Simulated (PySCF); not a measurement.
**Question.** Give a PBE0-D3(BJ)/def2-SVP geometry of `[SiH3]O[C@H]1CS1`.

**Answer.** 
```xyz
11
C2H6OSSi angstrom
Si     1.8398    0.0748   -0.4670
O      0.2495   -0.0837    0.0564
C     -0.6398   -0.9611   -0.4994
C     -2.0333   -0.5144   -0.6498
S     -1.1726   -0.7257   -2.2359
H      1.8821    0.5250   -1.8873
H      2.4503    1.0847    0.4357
H      2.5494   -1.2356   -0.3426
H     -0.4566   -2.0144   -0.2430
H     -2.8443   -1.2218   -0.4467
H     -2.2330    0.5222   -0.3588
```

Orientation and origin are arbitrary. Atoms count from 1 in this order. The 3-membered ring C3–C4–S5 has internal angles of 47.6° to 66.7°. Si1 (oxygen-bound silicon) is distorted tetrahedral (angles from 105.3° to 111.2°).

Bonds between heavy atoms (Å): Si1–O2 1.682, O2–C3 1.367, C3–C4 1.471, C4–S5 1.817, C3–S5 1.832.

Method: PySCF 2.14.0, PBE0-D3(BJ)/def2-SVP geometry optimisation, gas phase.

Point group: C1 (no symmetry element, even within 0.4 Å). Whether it is a minimum is left open (no frequencies). The numbers are those of one conformer (Si1–O2–C3–C4 -142°).
